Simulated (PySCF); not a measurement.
Compound: C6H10N (doublet state).
Structure used (GFN2-xTB), in Å, numbered top down from 1:
```xyz
17
C6H10N angstrom
C      2.3492   -0.4449   -0.4888
C      1.6352    0.7858    0.0336
C      0.4094    0.8959    0.4238
C     -0.9169    0.3465    0.6644
C     -2.0229    1.2544    0.1158
C     -0.9075   -0.9908   -0.0231
N     -0.8090   -2.0470    0.6535
H      2.6381   -0.2868   -1.5272
H      1.7099   -1.3195   -0.4199
H      3.2508   -0.6156    0.0963
H      2.2808    1.6605    0.0718
H     -1.0536    0.1869    1.7390
H     -1.8918    1.4080   -0.9534
H     -2.9966    0.8024    0.2896
H     -1.9903    2.2215    0.6112
H     -0.9357   -0.9325   -1.1195
H     -0.7563   -2.9129    0.1219
```

The hyperfine couplings belong to this conformer and change with its torsions.

The species is `[H]/N=C/[C@H](C)/[C]=C\C` [radical].

Method: UKS B3LYP, pcH-1 on C H N, non-relativistic, mean-field spin-orbit, GIAO (PySCF 2.14.0). Geometry: GFN2-xTB, one conformer, isolated molecule. The geometry wasn't refined by DFT: couplings that depend on bond lengths, twists or pyramidal angles can differ widely from those at the functional's own minimum. No stability test was run, so a lower SCF solution isn't excluded.

(1) Break the g tensor into its mass correction, gauge correction and orbital-Zeeman/spin–orbit terms.

(2) What effective moment and Curie constant follow for a powder?

(3) What are the electron Larmor frequencies g μB B/h along the three axes at 340 mT?

(4) Average each term over the three axes. Which is largest in size?

(5) In a frozen sample, at which fields do the three g values resonate at 9.5, 34, 94 and 263 GHz (hyperfine left aside), and which band first spreads them over more than twice a line width of 0.5 mT?

Answers

(1) 
```json
{"Δg (ppm)": "relativistic mass correction", "1": "-164", "2": "-164", "3": "-164"}
{"Δg (ppm)": "gauge correction", "1": "41", "2": "9", "3": "14"}
{"Δg (ppm)": "orbital Zeeman/spin–orbit", "1": "-611", "2": "271", "3": "629"}
{"Δg (ppm)": "total", "1": "-734", "2": "116", "3": "480"}
```

So g = 2.00159, 2.00244, 2.00280 and g_iso = 2.00227; the tensor is rhombic: the two nearest values differ by 30 % of g3 − g1. Axes: g1 points within 10° of the C2–C3 bond.

(2) With the mean of g² = 4.0091 and S(S+1) = 0.75: μ_eff = √(⟨g²⟩S(S+1)) = 1.734 μB and χT = 0.12505·⟨g²⟩·S(S+1) = 0.376 cm³ K/mol (cgs; spin-Hamiltonian part alone).

(3) 9.5250, 9.5290, 9.5308 GHz for g1, g2 and g3, a range of 5.8 MHz.

(4) The mass correction -164, the orbital-Zeeman/spin–orbit term 96 and the gauge correction 21 ppm, for a total of -46 ppm. The mass correction is the largest in size. The mass correction is the same along every axis, so the anisotropy comes from the other two: their spans along these axes are 32 (gauge) and 1241 ppm (orbital Zeeman/spin–orbit).

(5) 
```
band    GHz  B(g3) mT  B(g2) mT  B(g1) mT  spread mT
   X    9.5    338.90    338.96    339.11       0.21
   Q   34.0   1212.91   1213.13   1213.65       0.74
   W   94.0   3353.35   3353.96   3355.38       2.03
   J  263.0   9382.25   9383.95   9387.94       5.69
```

The spread grows in proportion to the frequency. W band is the first where it exceeds 1.0 mT.

The largest Mulliken spin populations are on C3 (+0.97), C2 (-0.16), C1 (+0.08) and N7 (+0.07). No atom but C3 exceeds +0.15. The positive populations add up to 1.22 and the negative ones to -0.22, together 2S = 1.

The HOMO–LUMO gaps are 5.16 eV among the α and 5.10 eV among the β orbitals.
